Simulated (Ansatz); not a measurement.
The cluster LiB7⁻. Charge -1, multiplicity 2. Geometry B3LYP-D4/def2-SVPD, basis def2-TZVPD, Ansatz.

```tsv
atom	x (Å)	y (Å)	z (Å)
Li1	-0.629	0.825	1.603
B2	1.340	-0.124	0.775
B3	-0.456	0.714	-0.507
B4	0.910	-0.344	-0.939
B5	-0.526	-0.914	-1.268
B6	1.005	1.179	-0.029
B7	-1.596	-0.470	-0.100
B8	-0.049	-0.867	0.465
```

| run | HOMO (eV) | LUMO (eV) |
| --- | --- | --- |
| A | 0.59 | 1.22 |
| B | 0.51 | 1.24 |
| C | 0.47 | 1.63 |
| D | -0.15 | 1.94 |
| E | -1.96 | 2.68 |
| F | 0.04 | 1.69 |

B3LYP takes the VWN-RPA correlation. Another isomer (doublet) lies 1.48 eV lower at PBE0-D4/def2-TZVPD; other spin states weren't run for this one.

HOMO and LUMO are taken over both spins.

**Question.** The runs used B3LYP, B97M-V, PBE, PBE0, r2SCAN, ωB97X-V. Estimate which is which.

**Answer.** A PBE (0 % exact exchange); B B97M-V (0 % exact exchange); C r2SCAN (0 % exact exchange); D PBE0 (25 % exact exchange); E ωB97X-V (range-separated); F B3LYP (20 % exact exchange). Exact exchange lowers occupied and raises empty levels; among semilocal functionals meta-GGAs tend to open the gap a little, and such runs are hard to tell apart. The gap grows from 0.62 eV (PBE) to 4.64 eV (ωB97X-V). At PBE-D4/def2-TZVPD, B97M-V/def2-TZVPD, r2SCAN-D4/def2-TZVPD, B3LYP-D4/def2-TZVPD the highest occupied level of the charge -1 doublet lies above zero (up to 0.59 eV). It is a level of α spin, whose loss leaves a singlet; that state wasn't run at this geometry and level. The electron is either unbound and held by the finite basis, or the level is raised by self-interaction error. At r2SCAN-D4/def2-TZVPD the charge -1 doublet is spin-contaminated (final ⟨S²⟩ up to 1.01, 0.75 for a pure state).
